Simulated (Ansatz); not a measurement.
Species: (E)-3-methylhex-3-ene, C7H14, net charge 0, singlet state. 
Structure (B3LYP-D3(BJ)/def2-TZVP (Ansatz, a quantum-chemistry and plane-wave program) minimum search):
```
C
C 1 1.3348
H 2 1.0884 1 117.08
C 2 1.4987 3 114.35 1 178.83
H 4 1.0905 2 111.20 3 173.10
H 4 1.0958 5 106.08 2 118.12
C 1 1.5040 2 124.30 3 179.08
H 7 1.0875 1 112.88 2 -9.77
H 7 1.0935 8 107.65 5 -104.27
H 7 1.0941 8 107.96 9 -114.72
C 1 1.5092 2 120.39 3 -1.14
H 11 1.0920 1 109.15 2 7.12
H 11 1.0965 12 106.67 1 -117.69
C 11 1.5331 12 109.24 13 -117.29
H 14 1.0911 11 111.75 12 175.78
H 14 1.0915 15 107.54 11 121.74
H 14 1.0919 15 107.88 16 116.38
C 4 1.5332 5 109.56 6 117.17
H 18 1.0916 4 110.72 5 61.35
H 18 1.0919 19 108.26 4 122.19
H 18 1.0923 19 107.60 20 116.37
```

Total electronic energies in hartree. Correlated levels leave the core frozen unless marked. Spin-orbit coupling is left out. Non-relativistic. CBS marks a two-point X^-3 extrapolation of the correlation energy; Hartree-Fock from the larger set. [CCSD(T)-MP2]/basis is that difference in the basis named.

```json
[
 {"level": "B97M-V/def2-TZVPD", "program": "Ansatz", "energy (Eh)": "-275.26868"},
 {"level": "B3LYP-D3(BJ)/def2-TZVPD", "program": "Ansatz + dftd3", "energy (Eh)": "-275.30427"},
 {"level": "PBE0/def2-SVP", "program": "Ansatz", "energy (Eh)": "-274.62435"},
 {"level": "r2SCANh-D4/def2-TZVPD", "program": "Ansatz + dftd4", "energy (Eh)": "-275.07795"},
 {"level": "HSE06-D3(BJ)/def2-TZVPD", "program": "Ansatz + dftd3", "energy (Eh)": "-274.90895"},
 {"level": "HSE06/def2-TZVPD", "program": "Ansatz", "energy (Eh)": "-274.89787"},
 {"level": "RI-MP2/aug-cc-pVQZ", "program": "Ansatz", "energy (Eh)": "-274.62022"},
 {"level": "RI-MP2/CBS(cc-pVTZ,cc-pVQZ)", "program": "Ansatz", "energy (Eh)": "-274.6655"},
 {"level": "RI-MP2/CBS(aug-cc-pVTZ,aug-cc-pVQZ)+[CCSD(T)-MP2]/aug-cc-pVTZ", "program": "Ansatz", "energy (Eh)": "-274.7915"}
]
```

Totals of different functionals don't rank their quality; only differences between species are comparable.
